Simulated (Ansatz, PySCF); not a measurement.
Process, species as SMILES: [AsH3] (AsH3) + H+ → [AsH4+]
Structures are relaxed separately at B3LYP-D3(BJ)/def2-TZVP in Ansatz (an electronic-structure program).
Geometry of the first species:
SMILES: [AsH3]
```xyz
4

As     0.0003     0.0002     0.0708
H     -0.7759    -1.0063    -0.7723
H     -0.4876     1.1692    -0.7786
H      1.2523    -0.1682    -0.7839
```
Charge 0, spin multiplicity 1.

Quantity: proton affinity (enthalpy at 298 K, with B3LYP-D3(BJ) rigid-rotor harmonic-oscillator terms from PySCF), positive where the reaction releases energy, in kJ/mol. Correlated levels leave the core frozen unless marked. Spin-orbit coupling is left out. Frozen are the shells of the preceding noble gas and the d and f shells that filled before the atom's block. No relativistic terms. Basis-set limits of correlation are two-point, X^-3; Hartree-Fock from the larger set.

| level | program | proton affinity (kJ/mol) |
|---|---|---|
| PBE0/def2-QZVPP | Ansatz | 757.5 |
| LC-wPBE/def2-TZVPD | Ansatz | … |
| SCS-MP2/def2-QZVPP | Ansatz | 771.9 |
| CCSD(T)/CBS(cc-pVTZ,cc-pVQZ) | Ansatz | … |

Question: Fill in the missing entries.

Answer: 
- LC-wPBE/def2-TZVPD, proton affinity (kJ/mol): 772.5
- CCSD(T)/CBS(cc-pVTZ,cc-pVQZ), proton affinity (kJ/mol): 760.9
